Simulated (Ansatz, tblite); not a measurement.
Cost and result up the ladder for Zn₅O₅H₁₈ (28 atoms). Total charge 0; singlet. Geometry: PBE-D4/def2-SVP.

```xyz
28

Zn   -0.780   -1.262    3.039
Zn   -1.739    3.357    1.496
Zn    0.308   -1.582   -0.461
Zn    1.490   -0.733   -4.731
Zn    1.333   -0.427    1.660
O    -0.772   -0.785    1.039
O    -0.521    1.977    0.453
O    -1.540    0.632    3.513
O     0.676    0.350   -1.396
O     0.524   -2.349   -3.851
H    -1.533   -2.397    3.802
H     1.021   -1.044    3.163
H    -2.675    4.107    0.503
H    -1.146    2.995    2.943
H    -0.224   -2.615   -1.537
H     1.767   -1.636    0.470
H     1.133    0.471   -3.732
H     2.197   -1.260   -6.016
H     1.706    1.090    1.235
H    -1.135    0.109    0.856
H    -0.390    1.713   -0.490
H     0.348    1.677    0.881
H    -2.122    0.700    4.291
H    -1.337    1.586    3.237
H     0.875    0.342   -2.408
H     1.511    0.643   -0.967
H     0.239   -2.408   -2.880
H     0.788   -3.251   -4.111
```

Ansatz on 2 threads of AMD EPYC 7R13 on a shared host and a share (18 GiB) of an NVIDIA H100 80GB HBM3; xTB runs through tblite on one thread. Times are rough, summed over both states, and most runs start from the orbitals of an earlier one. r2SCAN0-D4/def2-TZVP serves as the yardstick here, not as an exact answer. The other state is a doublet.

The xTB rows come from tblite. Single mean-field runs in def2-TZVP are fitted with def2-universal-jkfit. In the singlet geometry the species has come apart into loosely held pieces. In the doublet geometry the species has come apart into loosely held pieces.

Run but left out: PBE-D4/def2-TZVP (charge +1 doublet: an occupied level 0.05 eV above an empty one).

Raw xTB energies of ions are shifted by several eV.

| level | functions | vertical IE (eV) | difference from r2SCAN0-D4/def2-TZVP (eV) |
| --- | --- | --- | --- |
| GFN1-xTB | 76 | 12.56 | 3.49 |
| GFN2-xTB | 58 | 12.55 | 3.49 |
| PBE0-D4/def2-TZVP (with forces) | 503 | 8.95 | -0.12 |
| r2SCAN0-D4/def2-TZVP | 503 | 9.06 | 0.00 |

**Question.** Estimate how long each takes.

**Answer.** GFN2-xTB 0.041 s; GFN1-xTB 0.072 s; r2SCAN0-D4/def2-TZVP 24 s; PBE0-D4/def2-TZVP (with forces) 30 s. On shared hardware such times vary by a factor of up to 3.
